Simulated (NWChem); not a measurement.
System: SiHOF, singlet; SMILES O[Si]F

NWChem printed, in part:

```
             Northwest Computational Chemistry Package (NWChem) 7.3.0
             --------------------------------------------------------

                             Geometry "geometry" -> ""
                             -------------------------

 Output coordinates in angstroms (scale by  1.889725989 to convert to a.u.)

  No.       Tag          Charge          X              Y              Z
 ---- ---------------- ---------- -------------- -------------- --------------
    1 Si                  14.0000     0.62140200     0.01245200     0.00000000
    2 F                    9.0000    -0.42110700    -1.25910500     0.00000000
    3 O                    8.0000    -0.44932800     1.27604700     0.00000000
    4 H                    1.0000    -1.39785800     1.08855900     0.00000000

 Effective nuclear repulsion energy (a.u.)     100.8521490423

                              NWChem Property Module
                              ----------------------

                                 NWChem DFT Module
                                 -----------------

 Summary of "ao basis" -> "ao basis" (spherical)
 ------------------------------------------------------------------------------
       Tag                 Description            Shells   Functions and Types
 ---------------- ------------------------------  ------  ---------------------
 Si                        def2-svpd                10       24   5s3p2d
 F                         def2-svpd                 9       23   4s3p2d
 O                         def2-svpd                 9       23   4s3p2d
 H                         def2-svpd                 4        8   2s2p

            General Information
            -------------------
          SCF calculation type: DFT
          Wavefunction type:  closed shell.
          No. of atoms     :     4
          No. of electrons :    32
           Alpha electrons :    16
            Beta electrons :    16
          Charge           :     0
          Spin multiplicity:     1
          Use of symmetry is: off; symmetry adaption is: off
          Maximum number of iterations: 150
          AO basis - number of functions:    78
                     number of shells:    32
          Convergence on energy requested:  1.00D-06
          Convergence on density requested:  1.00D-05
          Convergence on gradient requested:  5.00D-04

              XC Information
              --------------
                         B3LYP Method XC Potential
                     Hartree-Fock (Exact) Exchange  0.200
                        Slater Exchange Functional  0.800 local
                    Becke 1988 Exchange Functional  0.720 non-local
              Lee-Yang-Parr Correlation Functional  0.810
                  VWN I RPA Correlation Functional  0.190 local

             Grid Information
             ----------------
          Grid used for XC integration:  medium
          Radial quadrature: Mura-Knowles
          Angular quadrature: Lebedev.
          Tag              B.-S. Rad. Rad. Pts. Rad. Cut. Ang. Pts.
          ---              ---------- --------- --------- ---------
          Si                  1.10       88           9.0       590
          F                   0.50       49          10.0       434
          O                   0.60       49          10.0       434
          H                   0.35       45          10.0       434
          Grid pruning is: on
          Number of quadrature shells:   231
          Spatial weights used:  Erf1

      Superposition of Atomic Density Guess
      -------------------------------------

 Sum of atomic energies:        -463.22966774

      Non-variational initial energy
      ------------------------------

 Total energy =    -463.647342
 1-e energy   =    -843.301710
 2-e energy   =     278.802219
 HOMO         =      -0.299569
 LUMO         =      -0.019531

   convergence    iter        energy       DeltaE   RMS-Dens  Diis-err
 ---------------- ----- ----------------- --------- --------- ---------
 d= 0,ls=0.0,diis     1   -464.9609464650 -5.66D+02  2.12D-02  7.39D-01
 d= 0,ls=0.0,diis     2   -464.8348060379  1.26D-01  9.61D-03  2.27D+00
 d= 0,ls=0.0,diis     3   -465.0444193246 -2.10D-01  1.08D-03  8.17D-03
 d= 0,ls=0.0,diis     4   -465.0449673456 -5.48D-04  4.43D-04  2.66D-03
 d= 0,ls=0.0,diis     5   -465.0451447080 -1.77D-04  1.83D-04  7.39D-04
  Resetting Diis
 d= 0,ls=0.0,diis     6   -465.0452106649 -6.60D-05  2.69D-05  3.09D-06
 d= 0,ls=0.0,diis     7   -465.0452110329 -3.68D-07  5.54D-06  5.93D-08

         Total DFT energy =     -465.045211032884
      One electron energy =     -845.001280715921
           Coulomb energy =      319.445284437239
    Exchange-Corr. energy =      -40.341363796505
 Nuclear repulsion energy =      100.852149042303

 Numeric. integr. density =       31.999999212650

                       DFT Final Molecular Orbital Analysis
                       ------------------------------------

 Vector   14  Occ=2.000000D+00  E=-3.856107D-01
              MO Center= -4.0D-01,  7.3D-01, -2.1D-11, r^2= 2.0D+00
   Bfn.  Coefficient  Atom+Function         Bfn.  Coefficient  Atom+Function
  ----- ------------  ---------------      ----- ------------  ---------------
    53      0.519729  3 O  py                30     -0.328903  2 F  py
    56      0.328506  3 O  py                33      0.217018  2 F  py
     3     -0.182970  1 Si s                 50      0.168662  3 O  s
    49      0.129968  3 O  s                 51      0.121454  3 O  s
    71     -0.114172  4 H  s                 52      0.102286  3 O  px

 Vector   15  Occ=2.000000D+00  E=-3.751323D-01
              MO Center= -4.0D-01,  1.0D+00,  2.0D-12, r^2= 1.2D+00
   Bfn.  Coefficient  Atom+Function         Bfn.  Coefficient  Atom+Function
  ----- ------------  ---------------      ----- ------------  ---------------
    54      0.584978  3 O  pz                57      0.405903  3 O  pz
    31      0.176598  2 F  pz                34     -0.119562  2 F  pz
    11      0.105107  1 Si pz                60      0.080264  3 O  pz
    14      0.070392  1 Si pz                 8     -0.058341  1 Si pz
    16      0.056194  1 Si d -1              37     -0.042698  2 F  pz

 Vector   16  Occ=2.000000D+00  E=-2.870760D-01
              MO Center=  9.4D-01,  1.2D-02, -2.0D-10, r^2= 2.1D+00
   Bfn.  Coefficient  Atom+Function         Bfn.  Coefficient  Atom+Function
  ----- ------------  ---------------      ----- ------------  ---------------
     3      0.547669  1 Si s                  4      0.381397  1 Si s
     2      0.319221  1 Si s                  9      0.278699  1 Si px
    12      0.238982  1 Si px                29      0.222621  2 F  px
    32     -0.156081  2 F  px                53      0.155940  3 O  py
     6     -0.148585  1 Si px                50     -0.132833  3 O  s

 Vector   17  Occ=0.000000D+00  E=-7.303663D-02
              MO Center=  7.4D-01,  2.4D-02, -6.3D-14, r^2= 2.7D+00
   Bfn.  Coefficient  Atom+Function         Bfn.  Coefficient  Atom+Function
  ----- ------------  ---------------      ----- ------------  ---------------
    14      0.649846  1 Si pz                11      0.415547  1 Si pz
    54     -0.220047  3 O  pz                 8     -0.211099  1 Si pz
    57     -0.184741  3 O  pz                31      0.180104  2 F  pz
    34     -0.149331  2 F  pz                23     -0.141271  1 Si d  1
    60      0.108547  3 O  pz                78     -0.082532  4 H  pz

 Vector   18  Occ=0.000000D+00  E=-2.153068D-03
              MO Center= -6.5D-01,  7.6D-01,  4.0D-09, r^2= 5.9D+00
   Bfn.  Coefficient  Atom+Function         Bfn.  Coefficient  Atom+Function
  ----- ------------  ---------------      ----- ------------  ---------------
    51      1.154275  3 O  s                 28     -0.654475  2 F  s
    58     -0.598280  3 O  px                72     -0.585555  4 H  s
     5      0.399577  1 Si s                 20      0.384557  1 Si d -2
    76     -0.333949  4 H  px                49     -0.233382  3 O  s
    12     -0.230472  1 Si px                10      0.185504  1 Si py

 Vector   19  Occ=0.000000D+00  E= 1.028932D-02
              MO Center=  4.2D-01, -2.8D-01,  3.2D-09, r^2= 5.8D+00
   Bfn.  Coefficient  Atom+Function         Bfn.  Coefficient  Atom+Function
  ----- ------------  ---------------      ----- ------------  ---------------
     5      1.025997  1 Si s                 58     -0.730948  3 O  px
    28     -0.533747  2 F  s                 72     -0.477800  4 H  s
    12     -0.427801  1 Si px                13     -0.427609  1 Si py
     4      0.408856  1 Si s                 35     -0.389537  2 F  px
    24     -0.331181  1 Si d  2              36     -0.281925  2 F  py

     Multipole analysis of the density
     ---------------------------------

     L   x y z        total         alpha         beta         nuclear
     -   - - -        -----         -----         ----         -------
     0   0 0 0     -0.000000    -16.000000    -16.000000     32.000000

     1   1 0 0     -0.211548     -0.027523     -0.027523     -0.156501
     1   0 1 0      0.152954     -0.055160     -0.055160      0.263273
     1   0 0 1     -0.000000     -0.000000     -0.000000      0.000000

     2   2 0 0    -16.340854    -27.045499    -27.045499     37.750144
     2   1 1 0     -1.428982      1.478626      1.478626     -4.386235
     2   1 0 1      0.000000      0.000000      0.000000      0.000000
     2   0 2 0    -20.668893    -61.189273    -61.189273    101.709652
     2   0 1 1      0.000000      0.000000      0.000000      0.000000
     2   0 0 2    -16.545713     -8.272857     -8.272857      0.000000

 *** CALLING NEW AORESP DRIVER FOR CLOSED AND OPEN SHELLS ***
 Entering AOResponse driver routine

--------------------------------------------------------------------------------

          -----------------------------------------------
          Solving response equations for perturbing field
          -----------------------------------------------

 number of frequencies:     1
 frequency in a.u.:  0.7730000E-01
 Perturbing field: electric
 Using El. Dipole Length Gauge

 Setting up CPKS with frequency omega =      0.07730000 a.u.

                            NWChem Dynamic CPHF Module
                            --------------------------

    scftype = RHF
    nclosed =   16
      nopen =    0
  variables =     1984
  num. vecs =        3
  tolerance =   1.0D-04
  max. iter =   50

 SCF residual:    4.0533478862700808E-004

Iterative solution of linear equations
  No. of variables     1984
  No. of equations        3
  Maximum subspace       30
       Convergence  1.0D-04

   iter   nsub   residual    time
   ----  ------  --------  ---------
     1      3    4.40D+00      15.6
     2      6    2.76D+00      24.9
     3      9    7.58D-01      34.2
     4     12    4.08D-02      44.6
     5     15    9.58D-03      55.0
     6     18    2.12D-03      65.3
     7     21    1.74D-04      75.3
     8     24    2.60D-05      85.4

 Electric Dipole Response Matrix (nonzero elements):

              1        2        3
    1   36.3534  -2.1573   0.0000
    2   -2.1573  36.4863   0.0000
    3    0.0000   0.0000  33.5790

 ------------------------------------------
 average:        35.47289 + I       0.00000

 DFT Linear Response polarizability / au
 Frequency  =       0.0773000 / au
 Wavelength =     589.4353558 / nm
              X              Y              Z
 -----------------------------------------------
 X      36.3533696     -2.1573336      0.0000000
 Y      -2.1573122     36.4862838      0.0000000
 Z       0.0000000      0.0000000     33.5790223
 -----------------------------------------------
 Eigenvalues =      34.2614697     38.5781837     33.5790223
 Isotropic   =      35.4728919
 Anisotropic =       4.6952832
 -----------------------------------------------

 Magnetic Dipole Response Matrix (nonzero elements):

 Exiting AOResponse driver routine
```

Level: B3LYP/def2-SVPD. Low-valent species are run as closed-shell singlets; no triplet was tried in these runs. Coordinates come from a PBE0/def2-SVP optimisation.

**Question.** Write an input that gives this output.

**Answer.** This is not unique; one that fits is the input that was run:
```
start job
memory heap 200 mb stack 700 mb global 900 mb
geometry units angstroms noautosym nocenter noautoz
  Si     0.621402     0.012452     0.000000
  F     -0.421107    -1.259105     0.000000
  O     -0.449328     1.276047     0.000000
  H     -1.397858     1.088559     0.000000
end
basis spherical
  * library def2-svpd
end
dft
  xc b3lyp
  iterations 150
end
property
  response 1 0.0773
end
task dft property
```
